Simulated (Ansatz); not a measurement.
Stepwise reaction of `F[SiH3]` with methanol, as a gas-phase model of exchange steps in deposition or etching. ΔE in kJ/mol.

Calculated with Ansatz (gas phase, PBE0-D4/def2-TZVP geometries, no zero-point term in ΔE). CBS: MP2 limit from def2 TZ/QZ plus the TZ coupled-cluster correction, frozen cores. This one scheme is used for every species. Functionals use def2-TZVPP. B3LYP here is the variant with VWN-RPA as its local correlation; programs differ in this. One conformer a species, not always the lowest.

| step | reaction | PBE-D4 | B3LYP-D4 | ωB97M-V | CCSD(T)/CBS |
| --- | --- | --- | --- | --- | --- |
| 1 | `F[SiH3]` + CH₃OH → `CO[SiH2]F` + H₂ | -89.9 | -96.9 | -96.6 | -96.5 |
| 2 | `CO[SiH2]F` + CH₃OH → `CO[SiH](F)OC` + H₂ | -95.4 | -104.4 | -103.8 | -103.2 |

Q: By hand: ΔE of the 2 steps together at CCSD(T)/CBS.

A: (-96.5) + (-103.2) = -199.7 kJ/mol, or -99.8 kJ/mol a step.

In ΔE each step is lower than the one before. All are downhill at CCSD(T)/CBS. PBE-D4 differs from CCSD(T)/CBS by 6.6 to 7.8 kJ/mol a step. Isolated molecules leave out the surface, adducts and barriers. Largest T1 diagnostic: 0.011.
